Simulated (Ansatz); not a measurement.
Molecule: GaBr₂, charge 1, multiplicity 1. SMILES of the parent species: [Br][Ga][Br]
Coordinates optimised at B3LYP-D3(BJ)/def2-TZVP (Ansatz, an electronic-structure program):
```
Ga
Br 1 2.1837
Br 1 2.1837 2 180.00
```
Charge +1, spin multiplicity 1.

Parts of the frozen-core correlation energy in STO-3G (Ansatz, hartree). Frozen orbitals: 42; correlated occupied orbitals by spin: 8 and 8; virtual: 4 and 4. Spin-orbit coupling is left out. Non-relativistic. The restricted reference is unstable.

| term | value |
|---|---|
| reference (HF) | -6990.14445 |
| MP2 opposite-spin | … |
| MP2 same-spin | -0.01064 |
| CCSD correlation | … |
| (T) | … |
| FCI minus CCSD(T) | -0.00050 |
| T1 diagnostic | 0.021 |
| largest doubles amplitude | 0.050 |

Some entries are withheld; supply them.


- MP2 opposite-spin, value: -0.03339
- CCSD correlation, value: -0.05198
- (T), value: -0.00488
